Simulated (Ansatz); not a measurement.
`B[SiH](C)OC` → `BOC[SiH2]C`  (isomerisation)

Calculated with Ansatz (gas phase, PBE0-D4/def2-TZVP geometries, no zero-point term in ΔE). CBS: MP2 limit from def2 TZ/QZ plus the TZ coupled-cluster correction, frozen cores. DFT in def2-TZVPP. HSE06 is defined as in plane-wave codes. One conformer a species, not always the lowest.

Problem. Is it downhill or uphill in electronic energy at CCSD(T)/CBS, and by how much? (An estimate is asked.)

Solution. Computed: Downhill: ΔE = -16.8 kcal/mol.

Problem. What do these levels give: B97M-V, HSE06-D4, B2PLYP, BLYP, r2SCAN0, CAM-B3LYP? (Estimate.)

Solution. Computed: B97M-V -16.0, HSE06-D4 -17.4, B2PLYP -17.8, BLYP -18.6, r2SCAN0 -16.9, CAM-B3LYP -18.2 kcal/mol.

Largest T1 diagnostic among the species: 0.013.

From PBE to PBE0 (25 % exact exchange), in def2-TZVPP and without D4, ΔE moves by +1.2 kcal/mol. Leaving LDA and LC-ωPBE aside and taking each functional with its dispersion term where it has one, the values, not all of them listed here, spread over 2.7 kcal/mol, from BLYP-D4 to B97M-V. LDA lies −2.6 kcal/mol from PBE without D4. At CCSD(T), def2-SVP lies −6.6 kcal/mol from the extrapolated value and def2-TZVPP −0.4 kcal/mol.
